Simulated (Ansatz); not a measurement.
Cost and result for the atomization energy of `[NH][SiH](O)F` radical (7 atoms, 6 bonds).

The species carries charge 0 and has multiplicity 2. Geometry: relaxed with PBE0-D4/def2-TZVP. It is one conformer, not always the lowest. Program: Ansatz. Hardware: A = 2 threads of a server CPU on a shared host; B = 2 threads of an AMD EPYC 7R13 on a shared host and a share of an NVIDIA H100 80 GB. Times are those of one run each, without the atoms' runs, and a repeat can differ threefold. Electronic energies, without spin–orbit coupling; frozen cores. CCSD(T)/CBS extrapolates def2-TZVPP and def2-QZVPP, and its time is that of the two runs behind it. T1 = 0.013; ⟨S²⟩ of the reference is 0.76. B3LYP takes the VWN-RPA correlation (the form of Gaussian; ORCA's B3LYP/G). HSE06 is the plane-wave form, built on full-range PBE exchange.

CCSD(T)/CBS is a level of theory with its own doubt, some kJ/mol a heavy atom from the limit and from the frozen cores, so smaller differences don't rank the functionals.

| level | functions | wall time | atomization (kJ/mol) | difference from CCSD(T)/CBS | per bond |
| --- | --- | --- | --- | --- | --- |
| revPBE-D4/def2-TZVPP [A] | 177 | 5.5 s | 2499.8 | -50.7 | -8.4 |
| PBE-D4/def2-TZVPP (with forces) [A] | 177 | 5.5 s | 2575.4 | 24.9 | 4.2 |
| BLYP-D4/def2-TZVPP [A] | 177 | 7.5 s | 2552.4 | 1.9 | 0.3 |
| B3LYP-D4/def2-TZVPP (with forces) [A] | 177 | 11 s | 2536.9 | -13.6 | -2.3 |
| BHLYP-D4/def2-TZVPP [A] | 177 | 11 s | 2442.5 | -108.0 | -18.0 |
| r2SCAN-D4/def2-TZVPP (with forces) [A] | 177 | 12 s | 2542.9 | -7.6 | -1.3 |
| HSE06-D4/def2-TZVPP [A] | 177 | 12 s | 2507.8 | -42.7 | -7.1 |
| PBE-QIDH/def2-TZVPP [A] | 177 | 14 s | 2490.2 | -60.3 | -10.0 |
| CCSD(T)/def2-TZVPP [B] | 177 | 17 s | 2456.3 | -94.2 | -15.7 |
| CCSD(T)/def2-SVP [A] | 75 | 18 s | 2281.6 | -268.9 | -44.8 |
| ωB97M-V/def2-TZVPP (with forces) [A] | 177 | 31 s | 2547.1 | -3.4 | -0.6 |
| CCSD(T)/def2-QZVPP [B] | 331 | 35 s | 2513.8 | -36.7 | -6.1 |
| CCSD(T)/CBS(def2) | – | 52 s | 2550.5 | 0.0 | 0.0 |

In def2-TZVPP, CCSD(T) changes the Hartree–Fock value by +682.9 kJ/mol (the triples alone add +38.1 kJ/mol) and MP2 by +745.2 kJ/mol; breaking electron pairs costs correlation energy, which Hartree–Fock lacks. From r2SCAN to r2SCAN0 (25 % exact exchange), in def2-TZVPP and without D4, the atomization energy moves by −63.8 kJ/mol: exact exchange takes away binding that semilocal exchange gives to molecules. The D4 term adds +18.4 kJ/mol with B3LYP and +9.4 kJ/mol with PBE0; it sums over pairs of atoms, weighted by their polarisabilities, and B3LYP, whose exchange is more repulsive, gets the larger term.
